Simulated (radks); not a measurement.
Q: The mean radii <r> (bohr) of the occupied orbitals of an atom or ion are listed with their occupations. Calculated with a radial shooting solver on a logarithmic mesh with Libxc functionals: Dirac Kohn-Sham, PBE, spin-unpolarised, spherical densities, finite nucleus; Fermi nuclear charge, rms radius of each element as measured or else 0.836 A^(1/3) + 0.57 fm.

orbital  occ.      <r>
1s1/2       2  0.06355
2s1/2       2   0.2929
2p1/2       2   0.2579
2p3/2       4   0.2607
3s1/2       2   0.9032
3p1/2       2   0.9619
3p3/2       4   0.9711
3d3/2       2    1.412
3d5/2       3    1.419

Name the element and its charge. Open shells, if any, are shared by 2j + 1.

A: Z = 24, chromium, charge +1: Cr+ in [Ar] 3d5. The 1s radius gives Z: for a bare nucleus <r> = (2 gamma + 1)/(2Z) with gamma = sqrt(1 - (Z/c)^2), 0.06186 bohr for Z = 24, and screening makes it slightly larger (0.06355 here). The occupations add up to 23, and the charge is Z minus that.
